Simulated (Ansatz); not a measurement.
Ansatz (an electronic-structure program) input file for C3H7BFNO, SMILES C/C=C/OB(F)N, r2SCAN-D4/def2-SVP. 

Ansatz 0.2 input:
```yaml
crystal:
  periodic: [false, false, false]
  atoms:
    - {symbol: C, position_ang: [-3.30132214, 0.20721578, 0.39132288]}
    - {symbol: C, position_ang: [-1.89943574, 0.71381862, 0.42954493]}
    - {symbol: C, position_ang: [-0.84685406, -0.01242071, 0.08612453]}
    - {symbol: O, position_ang: [0.42155577, 0.49489598, 0.13700637]}
    - {symbol: B, position_ang: [1.52464586, -0.19966471, -0.21778307]}
    - {symbol: N, position_ang: [2.78888150, 0.38141091, -0.13914288]}
    - {symbol: F, position_ang: [1.43187575, -1.47170437, -0.65755083]}
    - {symbol: H, position_ang: [-3.33129710, -0.82460425, 0.05156578]}
    - {symbol: H, position_ang: [-3.75139673, 0.26520406, 1.38200832]}
    - {symbol: H, position_ang: [-3.90505230, 0.81679245, -0.28056931]}
    - {symbol: H, position_ang: [-1.75589181, 1.73300319, 0.75801018]}
    - {symbol: H, position_ang: [-0.93525972, -1.03891052, -0.25064147]}
    - {symbol: H, position_ang: [2.93496544, 1.32050060, 0.17826168]}
    - {symbol: H, position_ang: [3.62487619, -0.10904910, -0.39576725]}
basis:
  gaussian:
    orbitals: def2-SVP
hamiltonian:
  xc: r2scan
  dispersion: d4
relax: {f_tol: 0.002, max_steps: 200}
```

Log of the run:

```
WARN ansatz: RAYON_NUM_THREADS=1 ignored (pool sized by the plan → 1); use --threads N
Functional definition: r2SCAN
integrals: 0.08 GiB planned
1497 factors; their error is unknown
mean field: 0.43 GiB planned
mean field evaluation 1: about -10133.3515 eV, gradient 7.7e1 eV
mean field evaluation 2: about -10123.2335 eV, gradient 1.0e2 eV
mean field evaluation 4: about -10145.9040 eV, gradient 6.8e0 eV
mean field evaluation 8: about -10146.0211 eV, gradient 2.2e-1 eV
mean field evaluation 16: about -10145.9502 eV, gradient 1.0e-3 eV
mean field -10145.95022474 eV, -372.8567935870 hartree, gradient 2.7e-5 eV, S^2 0.000000; 0 other end points of the search recorded, 0 dependent functions left out
the calculation of the forces begins
reference -10145.95023635 eV, -372.8567940139 hartree; 27, 27 occupied and 106, 106 virtual orbitals, 1497 factors
relax step   1: F+E_penalty+E_count = -10146.01664477 eV  Δ(F+E_penalty+E_count) = +0.000e0 eV  max|allowed force component| = 7.041e-1 eV/Å  Δτ_max = 0.0000 Å  (31 SCF iters, accepted)
these checks for a lower state are left out or cut short: starts, cluster_reference, orbital_swaps, neighbouring_geometries, increment
integrals: 0.08 GiB planned
1497 factors; their error is unknown
mean field: 0.43 GiB planned
mean field -10145.99135976 eV, -372.8583052713 hartree, gradient 2.6e-5 eV, S^2 0.000000; 0 other end points of the search recorded, 0 dependent functions left out
the calculation of the forces begins
reference -10145.99137144 eV, -372.8583057005 hartree; 27, 27 occupied and 106, 106 virtual orbitals, 1497 factors
relax step   2: F+E_penalty+E_count = -10146.05761211 eV  Δ(F+E_penalty+E_count) = -4.097e-2 eV  max|allowed force component| = 3.720e-1 eV/Å  Δτ_max = 0.0275 Å  (32 SCF iters, accepted)
these checks for a lower state are left out or cut short: starts, cluster_reference, orbital_swaps, neighbouring_geometries, increment
integrals: 0.08 GiB planned
1497 factors; their error is unknown
mean field: 0.43 GiB planned
mean field evaluation 32: about -10145.9979 eV, gradient 1.9e-3 eV
mean field -10145.99785194 eV, -372.8585438544 hartree, gradient 2.6e-5 eV, S^2 0.000000; 0 other end points of the search recorded, 0 dependent functions left out
the calculation of the forces begins
reference -10145.99786364 eV, -372.8585442846 hartree; 27, 27 occupied and 106, 106 virtual orbitals, 1497 factors
relax step   3: F+E_penalty+E_count = -10146.06407681 eV  Δ(F+E_penalty+E_count) = -6.465e-3 eV  max|allowed force component| = 1.067e-1 eV/Å  Δτ_max = 0.0129 Å  (32 SCF iters, accepted)
these checks for a lower state are left out or cut short: starts, cluster_reference, orbital_swaps, neighbouring_geometries, increment
integrals: 0.08 GiB planned
1497 factors; their error is unknown
mean field: 0.43 GiB planned
mean field -10145.99828040 eV, -372.8585596000 hartree, gradient 2.6e-5 eV, S^2 0.000000; 0 other end points of the search recorded, 0 dependent functions left out
the calculation of the forces begins
reference -10145.99829210 eV, -372.8585600301 hartree; 27, 27 occupied and 106, 106 virtual orbitals, 1497 factors
relax step   4: F+E_penalty+E_count = -10146.06452959 eV  Δ(F+E_penalty+E_count) = -4.528e-4 eV  max|allowed force component| = 3.996e-2 eV/Å  Δτ_max = 0.0065 Å  (32 SCF iters, accepted)
these checks for a lower state are left out or cut short: starts, cluster_reference, orbital_swaps, neighbouring_geometries, increment
integrals: 0.08 GiB planned
1497 factors; their error is unknown
mean field: 0.43 GiB planned
mean field -10145.99831514 eV, -372.8585608766 hartree, gradient 2.5e-5 eV, S^2 0.000000; 0 other end points of the search recorded, 0 dependent functions left out
the calculation of the forces begins
reference -10145.99832684 eV, -372.8585613065 hartree; 27, 27 occupied and 106, 106 virtual orbitals, 1497 factors
relax step   5: F+E_penalty+E_count = -10146.06458619 eV  Δ(F+E_penalty+E_count) = -5.660e-5 eV  max|allowed force component| = 3.367e-2 eV/Å  Δτ_max = 0.0054 Å  (32 SCF iters, accepted)
these checks for a lower state are left out or cut short: starts, cluster_reference, orbital_swaps, neighbouring_geometries, increment
integrals: 0.08 GiB planned
1497 factors; their error is unknown
mean field: 0.43 GiB planned
mean field -10145.99840912 eV, -372.8585643303 hartree, gradient 2.5e-5 eV, S^2 0.000000; 0 other end points of the search recorded, 0 dependent functions left out
the calculation of the forces begins
reference -10145.99842081 eV, -372.8585647602 hartree; 27, 27 occupied and 106, 106 virtual orbitals, 1497 factors
relax step   6: F+E_penalty+E_count = -10146.06467775 eV  Δ(F+E_penalty+E_count) = -9.156e-5 eV  max|allowed force component| = 3.182e-3 eV/Å  Δτ_max = 0.0041 Å  (33 SCF iters, accepted)
these checks for a lower state are left out or cut short: starts, cluster_reference, orbital_swaps, neighbouring_geometries, increment
integrals: 0.08 GiB planned
1497 factors; their error is unknown
mean field: 0.43 GiB planned
mean field -10145.99841237 eV, -372.8585644499 hartree, gradient 9.1e-6 eV, S^2 0.000000; 0 other end points of the search recorded, 0 dependent functions left out
the calculation of the forces begins
reference -10145.99842407 eV, -372.8585648798 hartree; 27, 27 occupied and 106, 106 virtual orbitals, 1497 factors
relax step   7: F+E_penalty+E_count = -10146.06468001 eV  Δ(F+E_penalty+E_count) = -2.266e-6 eV  max|allowed force component| = 3.230e-3 eV/Å  Δτ_max = 0.0020 Å  (24 SCF iters, accepted)
these checks for a lower state are left out or cut short: starts, cluster_reference, orbital_swaps, neighbouring_geometries, increment
integrals: 0.08 GiB planned
1497 factors; their error is unknown
mean field: 0.43 GiB planned
mean field evaluation 64: about -10145.9984 eV, gradient 2.9e-5 eV
mean field -10145.99841257 eV, -372.8585644573 hartree, gradient 6.2e-6 eV, S^2 0.000000; 0 other end points of the search recorded, 0 dependent functions left out
the calculation of the forces begins
reference -10145.99842427 eV, -372.8585648872 hartree; 27, 27 occupied and 106, 106 virtual orbitals, 1497 factors
relax step   8: F+E_penalty+E_count = -10146.06468131 eV  Δ(F+E_penalty+E_count) = -1.294e-6 eV  max|allowed force component| = 1.489e-3 eV/Å  Δτ_max = 0.0015 Å  (24 SCF iters, accepted)
integrals: 0.08 GiB planned
1497 factors; their error is unknown
mean field: 0.43 GiB planned
mean field -10145.99841257 eV, -372.8585644573 hartree, gradient 6.4e-6 eV, S^2 0.000000; 1 other end points of the search recorded, 0 dependent functions left out
the calculation of the forces begins
reference -10145.99842427 eV, -372.8585648872 hartree; 27, 27 occupied and 106, 106 virtual orbitals, 1497 factors
Total energy: -10146.06469301 eV, -372.8610002183 hartree
Atom 0 at    -3.306869     0.207640     0.392901 Å, force     0.000160     0.000064     0.000691 eV/Å
Atom 1 at    -1.906137     0.725112     0.433401 Å, force    -0.000249    -0.000300     0.000221 eV/Å
Atom 2 at    -0.837470    -0.000695     0.082701 Å, force    -0.001489     0.000136    -0.000013 eV/Å
Atom 3 at     0.426532     0.512407     0.134752 Å, force     0.001197    -0.000503     0.000372 eV/Å
Atom 4 at     1.537710    -0.210378    -0.220462 Å, force     0.000642    -0.000115    -0.000150 eV/Å
Atom 5 at     2.806601     0.376813    -0.142317 Å, force    -0.000439    -0.000267     0.000025 eV/Å
Atom 6 at     1.405950    -1.480102    -0.642575 Å, force    -0.000187     0.000677     0.000427 eV/Å
Atom 7 at    -3.343162    -0.835539     0.041935 Å, force    -0.000021     0.000096    -0.000193 eV/Å
Atom 8 at    -3.782574     0.244107     1.388656 Å, force     0.000064    -0.000056    -0.000089 eV/Å
Atom 9 at    -3.943601     0.810505    -0.278129 Å, force    -0.000017    -0.000025    -0.000010 eV/Å
Atom 10 at    -1.735878     1.755914     0.767908 Å, force     0.000020     0.000130    -0.000554 eV/Å
Atom 11 at    -0.912874    -1.039822    -0.263588 Å, force     0.000139    -0.000026    -0.000601 eV/Å
Atom 12 at     2.941117     1.328346     0.170859 Å, force     0.000053     0.000172    -0.000119 eV/Å
Atom 13 at     3.650946    -0.117820    -0.393653 Å, force     0.000126     0.000017    -0.000006 eV/Å
Dipole moment:     0.253776     0.149035     0.026748 e Å
```

The run converged.

Cost: around 40 core-seconds (rough).
